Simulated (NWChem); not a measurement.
System: CH$_{3}$BF$_{2}$O; SMILES FCB(O)F

NWChem input:

```
start job
memory heap 200 mb stack 900 mb global 1100 mb
geometry units angstroms noautosym nocenter noautoz
  O      1.346020    -0.645459    -0.000255
  B      0.006817    -0.595758    -0.000283
  F     -0.685173    -1.728035     0.000424
  C     -0.749281     0.793767    -0.001367
  F      0.187262     1.818384     0.000696
  H      1.703675     0.253078    -0.000499
  H     -1.398498     0.900339    -0.888851
  H     -1.402391     0.900083     0.883252
end
basis spherical
  * library 6-31g*
end
dft
  xc hfexch
  iterations 150
  mulliken
end
task dft energy
esp
  recalculate
  probe 0.07
  range 0.3
  factor 1.0
  spacing 0.02
end
task esp
```

NWChem printed, in part:

```
             Northwest Computational Chemistry Package (NWChem) 7.3.0
             --------------------------------------------------------

                             Geometry "geometry" -> ""
                             -------------------------

 Output coordinates in angstroms (scale by  1.889725989 to convert to a.u.)

  No.       Tag          Charge          X              Y              Z
 ---- ---------------- ---------- -------------- -------------- --------------
    1 O                    8.0000     1.34602000    -0.64545900    -0.00025500
    2 B                    5.0000     0.00681700    -0.59575800    -0.00028300
    3 F                    9.0000    -0.68517300    -1.72803500     0.00042400
    4 C                    6.0000    -0.74928100     0.79376700    -0.00136700
    5 F                    9.0000     0.18726200     1.81838400     0.00069600
    6 H                    1.0000     1.70367500     0.25307800    -0.00049900
    7 H                    1.0000    -1.39849800     0.90033900    -0.88885100
    8 H                    1.0000    -1.40239100     0.90008300     0.88325200

 Effective nuclear repulsion energy (a.u.)     167.8789630130

  xc_inp: hfexch multiplicative factor not found.

                                 NWChem DFT Module
                                 -----------------

 Summary of "ao basis" -> "ao basis" (spherical)
 ------------------------------------------------------------------------------
       Tag                 Description            Shells   Functions and Types
 ---------------- ------------------------------  ------  ---------------------
 O                           6-31g*                  6       14   3s2p1d
 B                           6-31g*                  6       14   3s2p1d
 F                           6-31g*                  6       14   3s2p1d
 C                           6-31g*                  6       14   3s2p1d
 H                           6-31g*                  2        2   2s

            General Information
            -------------------
          SCF calculation type: DFT
          Wavefunction type:  closed shell.
          No. of atoms     :     8
          No. of electrons :    40
           Alpha electrons :    20
            Beta electrons :    20
          Charge           :     0
          Spin multiplicity:     1
          Use of symmetry is: off; symmetry adaption is: off
          Maximum number of iterations: 150
          AO basis - number of functions:    76
                     number of shells:    36
          Convergence on energy requested:  1.00D-06
          Convergence on density requested:  1.00D-05
          Convergence on gradient requested:  5.00D-04

              XC Information
              --------------
                     Hartree-Fock (Exact) Exchange  1.000

      Superposition of Atomic Density Guess
      -------------------------------------

 Sum of atomic energies:        -337.18005654

      Non-variational initial energy
      ------------------------------

 Total energy =    -338.919216
 1-e energy   =    -799.565657
 2-e energy   =     292.767478
 HOMO         =      -0.362589
 LUMO         =       0.108110

     ---------------------------------------------
      Total Density - Mulliken Population Analysis
     ---------------------------------------------

    Atom       Charge   Shell Charges
 -----------   ------   -------------------------------------------------------
    1 O    8     8.87   2.00  0.93  3.14  0.88  1.91  0.01
    2 B    5     4.05   2.00  0.53  0.98  0.28  0.13  0.13
    3 F    9     9.47   2.00  0.95  3.46  0.98  2.09  0.01
    4 C    6     6.05   2.00  0.69  1.75  0.61  0.95  0.05
    5 F    9     9.50   2.00  0.94  3.41  1.01  2.13  0.01
    6 H    1     0.45   0.35  0.10
    7 H    1     0.81   0.47  0.34
    8 H    1     0.81   0.47  0.34

   convergence    iter        energy       DeltaE   RMS-Dens  Diis-err
 ---------------- ----- ----------------- --------- --------- ---------
 d= 0,ls=0.0,diis     1   -338.0535886941 -5.06D+02  7.87D-03  8.18D-01
 d= 0,ls=0.0,diis     2   -338.1247518546 -7.12D-02  2.78D-03  2.40D-01
 d= 0,ls=0.0,diis     3   -338.1457033062 -2.10D-02  7.57D-04  5.47D-03
 d= 0,ls=0.0,diis     4   -338.1465605193 -8.57D-04  1.73D-04  1.71D-04
 d= 0,ls=0.0,diis     5   -338.1465903280 -2.98D-05  4.86D-05  1.39D-05
  Resetting Diis
 d= 0,ls=0.0,diis     6   -338.1465928276 -2.50D-06  1.58D-05  1.93D-06
 d= 0,ls=0.0,diis     7   -338.1465931198 -2.92D-07  3.97D-06  1.35D-07

         Total DFT energy =     -338.146593119764
      One electron energy =     -802.334873528899
           Coulomb energy =      335.020524035676
    Exchange-Corr. energy =      -38.711206639553
 Nuclear repulsion energy =      167.878963013012

 Numeric. integr. density =        0.000000000000

                       DFT Final Molecular Orbital Analysis
                       ------------------------------------

 Vector   18  Occ=2.000000D+00  E=-5.493140D-01
              MO Center=  5.4D-01, -1.4D-01, -4.1D-04, r^2= 2.7D+00
   Bfn.  Coefficient  Atom+Function         Bfn.  Coefficient  Atom+Function
  ----- ------------  ---------------      ----- ------------  ---------------
     5      0.472264  1 O  pz                 9      0.365585  1 O  pz
    61     -0.257125  5 F  pz                65     -0.203827  5 F  pz
    33     -0.196865  3 F  pz                47      0.184092  4 C  pz
    37     -0.157814  3 F  pz                19      0.109937  2 B  pz
    73     -0.106592  7 H  s                 75      0.106705  8 H  s

 Vector   19  Occ=2.000000D+00  E=-5.307145D-01
              MO Center= -1.2D-01,  5.5D-01, -1.0D-03, r^2= 2.9D+00
   Bfn.  Coefficient  Atom+Function         Bfn.  Coefficient  Atom+Function
  ----- ------------  ---------------      ----- ------------  ---------------
     5      0.349089  1 O  pz                47     -0.315239  4 C  pz
    61      0.309367  5 F  pz                 9      0.277031  1 O  pz
    65      0.254382  5 F  pz                73      0.185047  7 H  s
    75     -0.185026  8 H  s                 74      0.178171  7 H  s
    76     -0.178188  8 H  s                 51     -0.135376  4 C  pz

 Vector   20  Occ=2.000000D+00  E=-4.906904D-01
              MO Center= -2.3D-01,  3.3D-01, -7.5D-04, r^2= 2.3D+00
   Bfn.  Coefficient  Atom+Function         Bfn.  Coefficient  Atom+Function
  ----- ------------  ---------------      ----- ------------  ---------------
    46      0.298959  4 C  py                45     -0.258710  4 C  px
    18     -0.231722  2 B  py                60     -0.214948  5 F  py
     3     -0.206186  1 O  px                17      0.183321  2 B  px
    64     -0.183925  5 F  py                59      0.172093  5 F  px
    32      0.162626  3 F  py                49     -0.163007  4 C  px

 Vector   21  Occ=0.000000D+00  E= 1.877110D-01
              MO Center= -1.7D-01, -3.3D-01, -8.1D-05, r^2= 2.6D+00
   Bfn.  Coefficient  Atom+Function         Bfn.  Coefficient  Atom+Function
  ----- ------------  ---------------      ----- ------------  ---------------
    23      0.715648  2 B  pz                74      0.537862  7 H  s
    76     -0.535724  8 H  s                 19      0.413477  2 B  pz
     9     -0.331097  1 O  pz                51      0.322992  4 C  pz
    37     -0.238469  3 F  pz                 5     -0.230128  1 O  pz
    33     -0.182774  3 F  pz                73      0.102637  7 H  s

 Vector   22  Occ=0.000000D+00  E= 2.271285D-01
              MO Center=  2.4D-03,  5.0D-01, -2.3D-03, r^2= 4.7D+00
   Bfn.  Coefficient  Atom+Function         Bfn.  Coefficient  Atom+Function
  ----- ------------  ---------------      ----- ------------  ---------------
    48      1.477021  4 C  s                 20     -0.995144  2 B  s
    74     -0.906059  7 H  s                 76     -0.907173  8 H  s
    72     -0.809647  6 H  s                  6      0.794597  1 O  s
    49     -0.606964  4 C  px                50     -0.364471  4 C  py
     8      0.319799  1 O  py                62      0.258892  5 F  s

 Vector   23  Occ=0.000000D+00  E= 2.567209D-01
              MO Center=  1.1D-01,  6.0D-01, -2.5D-03, r^2= 5.3D+00
   Bfn.  Coefficient  Atom+Function         Bfn.  Coefficient  Atom+Function
  ----- ------------  ---------------      ----- ------------  ---------------
    48      1.814653  4 C  s                 72      1.133554  6 H  s
    74     -1.009630  7 H  s                 76     -1.008029  8 H  s
     6     -0.705769  1 O  s                 20     -0.443963  2 B  s
    49     -0.437258  4 C  px                 8     -0.353337  1 O  py
    21      0.270539  2 B  px                62     -0.230902  5 F  s

     ---------------------------------------------
      Total Density - Mulliken Population Analysis
     ---------------------------------------------

    Atom       Charge   Shell Charges
 -----------   ------   -------------------------------------------------------
    1 O    8     8.72   2.00  0.89  2.92  0.94  1.94  0.03
    2 B    5     4.15   2.00  0.51  1.26  0.11  0.11  0.16
    3 F    9     9.39   2.00  0.93  3.31  1.01  2.13  0.01
    4 C    6     6.12   2.00  0.65  1.94  0.59  0.87  0.07
    5 F    9     9.47   2.00  0.93  3.29  1.06  2.18  0.02
    6 H    1     0.51   0.44  0.07
    7 H    1     0.82   0.52  0.30
    8 H    1     0.82   0.52  0.30

     -------------------------------------------
      Total Density - Lowdin Population Analysis
     -------------------------------------------

    Atom       Charge   Shell Charges
 -----------   ------   -------------------------------------------------------
    1 O    8     8.29   1.99  0.82  2.78  0.66  2.01  0.04
    2 B    5     4.95   1.97  0.41  1.19  0.29  0.67  0.41
    3 F    9     9.07   1.99  0.90  3.18  0.78  2.20  0.02
    4 C    6     6.08   1.99  0.53  1.77  0.43  1.22  0.14
    5 F    9     9.24   1.99  0.92  3.19  0.84  2.26  0.03
    6 H    1     0.64   0.43  0.21
    7 H    1     0.86   0.50  0.36
    8 H    1     0.86   0.50  0.36

     Multipole analysis of the density
     ---------------------------------

     L   x y z        total         alpha         beta         nuclear
     -   - - -        -----         -----         ----         -------
     0   0 0 0     -0.000000    -20.000000    -20.000000     40.000000

     1   1 0 0     -0.338797     -0.857397     -0.857397      1.375996
     1   0 1 0      0.509801      0.739822      0.739822     -0.969843
     1   0 0 1     -0.001695      0.006404      0.006404     -0.014504

     2   2 0 0    -19.131334    -61.754434    -61.754434    104.377534
     2   1 1 0      0.400034     -1.748332     -1.748332      3.896699
     2   1 0 1      0.000432     -0.009587     -0.009587      0.019605
     2   0 2 0    -25.527161   -132.762785   -132.762785    239.998409
     2   0 1 1     -0.001788      0.007941      0.007941     -0.017669
     2   0 0 2    -18.847041    -12.227179    -12.227179      5.607316

                     NWChem Electrostatic Potential Fit Module
                     -----------------------------------------

 Atom parameters

 Number of atoms is                                    8
 Number of basis functions is                         76

 Grid parameters

 Maximum number of grid points is                  33850
 Number of grid points is                          33849
 Grid range                                     0.300000 nm
 Grid spacing                                   0.020000 nm
 Probe radius                                   0.070000 nm
 Atom radius factor                             1.000000

 Atomic radii

    1    0.100000
    5    0.158000
    6    0.147000
    8    0.136000
    9    0.128000
 FASTESP  F
  using M.O. file = ./job.movecs

    Atom              Coordinates                           Charge

                                                  ESP

    1 O     0.134602   -0.064546   -0.000026   -0.681624
    2 B     0.000682   -0.059576   -0.000028    0.789448
    3 F    -0.068517   -0.172804    0.000042   -0.352118
    4 C    -0.074928    0.079377   -0.000137   -0.039539
    5 F     0.018726    0.181838    0.000070   -0.277794
    6 H     0.170368    0.025308   -0.000050    0.416661
    7 H    -0.139850    0.090034   -0.088885    0.072652
    8 H    -0.140239    0.090008    0.088325    0.072314
                                            ------------
                                                0.000000

 Dipole moment                                  0.631778

 Quadrupole moment Qxx                          7.301157
                   Qyy                        -13.372961
                   Qzz                          6.071805

 RMS deviation kJ/mol                           0.047443

 RRMS %                                        17.272888
```

Level: Hartree-Fock/6-31G* (spherical d). Structure relaxed at the PBE0/def2-SVP level.
